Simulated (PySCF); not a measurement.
**Assignment exercise: C$_{7}$H$_{4}$FN**

Structure with atom numbers: `[N:1]#[C:2][c:3]1[cH:4][cH:5][cH:6][c:7]([F:8])[cH:9]1`. Each H is labelled by its parent atom.

- PBE0/pcSseg-1 with gauge-including orbitals
- GFN2-xTB structure
- run in PySCF 2.14
- no solvent, a single conformation, non-relativistic Hamiltonian

References, each an isolated molecule treated in the same way: 13C (186.93 ppm) and 1H (31.72 ppm) against TMS.

(1) Assign these signals to the numbered atoms. 13C{1H} NMR (computed): δ 172.7, 136.6, 135.2, 126.9, 125.9, 123.4, 119.7.

(2) Assign these signals to the numbered atoms. 1H NMR (400 MHz, computed): δ 7.76 (m, 1H), 7.73 (m, 1H), 7.67 (m, 1H), 7.58 (m, 1H).

Answers

(1) 
172.7 → C7, aromatic carbon bearing fluorine: σ withdrawal by the attached heteroatom moves it downfield of the ring CH carbons
136.6 → C5, aromatic CH: the aromatic region
135.2 → C4, aromatic CH
126.9 → C9, aromatic CH
125.9 → C6, aromatic CH
123.4 → C2, nitrile carbon: this is the usual window of a C≡N carbon, which has no attached hydrogen
119.7 → C3, substituted aromatic carbon

C5 and C4; C9 and C6 lie closer than the usual error of such a calculation, so a measured spectrum could show them in the other order.

(2) 
| δ (ppm) | atoms | environment | reason |
| --- | --- | --- | --- |
| 7.76 | H(C5) | hydrogen on an aromatic CH | aromatic region |
| 7.73 | H(C4) | hydrogen on an aromatic CH | – |
| 7.67 | H(C9) | hydrogen on an aromatic CH | – |
| 7.58 | H(C6) | hydrogen on an aromatic CH | – |

H(C5) and H(C4); H(C4) and H(C9); H(C9) and H(C6) lie closer than the usual error of such a calculation, so a measured spectrum could show them in the other order.

Splittings by 19F in the carbon and heteronuclear signals aren't shown, as no couplings were computed. Shifts are as computed. Against solution values, carbons near 30 ppm lie about +3 ppm off and those near 130 ppm about +5 ppm. Of 1211 compounds with measured shifts, 218 miss one by over three times the rms of a fit or turn the order of signals round; such compounds aren't used in these exercises. No couplings were computed; multiplicities are counted from neighbouring protons, with m where these are inequivalent, close in shift, in a saturated or five-membered ring or joined by F or P, and br s for small geminal =CH2 splittings.
